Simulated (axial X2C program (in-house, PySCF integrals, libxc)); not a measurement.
## Low determinants of CaCl⁻ at the PBE0 level, with spin–orbit coupling

Computed with an axial X2C code built on PySCF integrals. Two-component (2c) means X2C with spin–orbit coupling and atomic mean-field two-electron Coulomb and Gaunt terms. Basis: Ca dyall-acv3z [12s13p7d5f], Cl dyall-av3z [9s8p3d2f] (cores contracted in-house); Gaussian nuclei, density fitting, unrestricted open shells. Masses: Ca 39.963 u, Cl 34.969 u.

Search at 2.544 Å (vertical energies from the lowest determinant):

| ΔE (eV) | state | electrons beyond evenly filled partner blocks | electrons in ±ω = 1/2, 3/2, 5/2, 7/2 |
| --- | --- | --- | --- |
| 0.00 | Ω = 0 | none | 30 8 0 0 |
| 0.88 | Ω = 2 | ω = 1/2, ω = 3/2 | 29 9 0 0 |
| 1.08 | Ω = 1 | 2 × ω = 1/2 | 30 8 0 0 |
| 1.20 | Ω = 1 | ω = -1/2, ω = 3/2 | 29 9 0 0 |
| 1.90 | Ω = 3 | ω = 1/2, ω = 5/2 | 29 8 1 0 |
| 2.12 | Ω = 2 | ω = -1/2, ω = 5/2 | 29 8 1 0 |
| 6.17 | Ω = 1 | ω = -1/2, ω = 3/2 | 31 7 0 0 |

Lowest determinant, Ω = 0 (closed shell): Re = 2.533 Å, ωe = 294.2 cm⁻¹.

The determinant in row 2 of the search, Ω = 2 (⟨Sz⟩ = 1.00, ⟨Lz⟩ = 1.00 at PBE0), was followed along the bond at PBE0; measured from the minimum of the lowest determinant it gives:

Te = 0.868 eV (7003 cm⁻¹), Re = 2.483 Å, ωe = 324.6 cm⁻¹.

Q: Compare the bond of the determinant in row 2 with that of the lowest one.

A: At PBE0 its Re is 0.050 Å shorter and its force constant, which goes as ωe², is 1.22 times that of the lowest determinant. T0 ≈ Te + Δωe/2 = 7003 + (15) = 7018 cm⁻¹.

The search compares states at one distance, so a state with another bond length can lie lower; it is not exhaustive and yields mostly the lowest determinant of each block pattern, so other components and higher states of one pattern are missing. These are energies of single determinants, not of spin-adapted states; PBE0 term energies can be off by some tenths of an eV, and the functional has no current term. Open-shell Ω = 0 determinants with evenly filled partner blocks cannot be reached by this program, so the Ω shown need not be the lowest component. For an anion, determinants above electron detachment are held by the basis set. The highest occupied level of some functionals is positive through self-interaction error; at Hartree–Fock it is bound. Row 1 has a positive highest level at its minimum. Row 2 has a positive highest level at its minimum.
